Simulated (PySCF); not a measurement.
**Copper: a sound run and one with changed settings**

Sound run: Cu [Ar] 3d10 4s1, Cu+ [Ar] 3d10. Computed with PySCF 2.14 in jorge-DZP-DKH, with the spin-free X2C one-electron Hamiltonian (Gaussian nucleus). In the sound run the correlated levels freeze [Ar]. The sound run starts from symmetry-adapted Hartree-Fock orbitals and uses a fine grid where one is needed.

Changed run: initial guess atom, at most 50 SCF cycles.

```csv
species,method,sound run (hartree),changed run (hartree),converged
Cu,UHF,-1653.03659,-1653.03659,yes
Cu,B3LYP,-1654.69914,-1654.69914,yes
Cu,LDA,-1651.78792,-1651.59997,no
Cu,MP2,-1653.34046,-1653.34046,yes
Cu,CCSD(T),-1653.32136,-1653.32136,yes
Cu+,UHF,-1652.79970,-1652.79970,yes
Cu+,B3LYP,-1654.41160,-1654.41160,yes
Cu+,LDA,-1651.49171,-1651.49171,yes
Cu+,MP2,-1653.08516,-1653.08516,yes
Cu+,CCSD(T),-1653.06568,-1653.06568,yes
```

Ionisation energy of Cu:

```
 method  sound run (eV)  changed run (eV)
    UHF           6.446             6.446
  B3LYP           7.824             7.824
    MP2           6.947             6.947
SCS-MP2           6.877             6.877
   CCSD           6.920             6.920
CCSD(T)           6.957             6.957
```

A plain start with occupations fixed only by D2h representation lets s and d (or p and f) orbitals of one representation trade places, so the SCF can reach the same state, another state or none.

For comparison, NIST gives 7.726 eV between the lowest levels.
